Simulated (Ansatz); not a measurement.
A search over several starts for the lowest SCF solution of the cluster K₂S₂ at the given spin, in a small basis.

```yaml
crystal:
  periodic: [false, false, false]
  atoms:
    - {symbol: K, position_ang: [0.158941, -1.023281, -2.085761]}
    - {symbol: K, position_ang: [-1.573524, 0.264246, 1.696144]}
    - {symbol: S, position_ang: [1.063703, -0.526842, 0.666568]}
    - {symbol: S, position_ang: [0.350880, 1.285877, -0.276950]}
basis:
  gaussian: {orbitals: def2-SVP}
hamiltonian: {xc: pbe0, dispersion: d4}
output: {orbitals: {seedname: orbitals}}
```

```sh
$ ansatz run in.yaml --threads 4 --pin off --events-out ev --progress --plain --max-ram 3916MiB
```

Shortened log:

```
Functional definition: PBE0
774 factors; integrals over basis functions are off by at most 7.7e-4 eV
mean field evaluation 1: about -54292.2177 eV, gradient 2.7e1 eV
mean field evaluation 2: about -54243.1265 eV, gradient 7.7e1 eV
mean field evaluation 4: about -54294.8868 eV, gradient 4.6e0 eV
mean field evaluation 8: about -54295.0466 eV, gradient 8.8e-2 eV
mean field evaluation 16: about -54295.0466 eV, gradient 6.3e-5 eV
mean field -54295.04664167 eV, -1995.3061615771 hartree, gradient 6.3e-5 eV, S^2 0.000000; 0 other end points of the search recorded, 0 dependent functions left out
reference -54295.04674185 eV, -1995.3061652583 hartree; 35, 35 occupied and 49, 49 virtual orbitals, 774 factors
Total energy: -54295.16067250 eV, -1995.3103521328 hartree
```

Hardware: 4 threads of Arm Neoverse V1 on a shared host. Wall time 1.3 s.

The structure comes from a short search, and lower isomers may exist.
